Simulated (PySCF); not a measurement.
Ethyl vinyl sulfone, C4H8O2S.
Numbering: `[CH2:1]=[CH:2][S:3](=[O:4])(=[O:5])[CH2:6][CH3:7]` (hydrogens: H8, H9 on C1; H10 on C2; H11, H12 on C6; H13, H14, H15 on C7)

Computed with PySCF at B3LYP/def2-SVPD, non-relativistic, on one gas-phase PBE0-D3(BJ)/def2-SVP geometry that isn't relaxed in the solvent. The solvent is an IEF-PCM continuum (Bondi radii, 1.10 Å for H, scaled by 1.2). Specific hydrogen bonds and non-electrostatic terms are outside this model.

Gas phase at B3LYP/def2-SVPD: HOMO -8.07 eV, LUMO -1.53 eV, dipole 4.77 D.

What does the continuum do to the energy, the frontier levels and the dipole at B3LYP/def2-SVPD in chloroform and acetone?

```csv
solvent,ε,E(solvent) − E(gas) (kcal/mol),polarisation term (kcal/mol),distortion of the solute (kcal/mol),HOMO (eV),LUMO (eV),dipole (D)
chloroform,4.711,-7.54,-8.72,1.18,-8.14,-1.33,5.88
acetone,20.49,-10.05,-12.24,2.19,-8.18,-1.29,6.31
```

The polarisation term is half the interaction of the solute with the surface charges that it induces; the rest is the cost of distorting the solute's density. The sum is the electrostatic part of solvation alone. From chloroform to acetone the lowering changes by a factor 1.33, Onsager's factor (ε − 1)/(2ε + 1) by 1.30 and ε itself by 4.3.

Which radius a makes the point-dipole formula ΔE = −[(ε − 1)/(2ε + 1)]·μ²/a³ give the value in acetone, with the gas-phase dipole?

μ = 1.877 au and |ΔE| = 0.01602 Eh give a = 2.47 Å; the farthest nucleus lies 3.48 Å from the centroid of the nuclei, so such a sphere wouldn't even hold the nuclei. The formula assumes a rigid point dipole at the centre of a sphere.

How does the static polarisability (B3LYP/def2-SVPD, frozen core, with the continuum's full static response) change?

```csv
medium,isotropic (au),principal values (au),⟨r²⟩ of the electrons (bohr²)
gas,77.1,"66.4, 71.5, 93.3",885.6
chloroform,95.1,"82.6, 88.7, 114.0",885.0
acetone,102.6,"90.0, 96.2, 121.7",884.8
```

The isotropic value in acetone is 1.33 times the gas-phase one; no cavity-field correction is applied. ⟨r²⟩ is taken about the centre of nuclear charge.

The values belong to the conformer `[CH2:1]=[CH:2][S:3](=[O:4])(=[O:5])[CH2:6][CH3:7]`: C1–C2–S3–O4 1°, C2–S3–C6–C7 -68°.
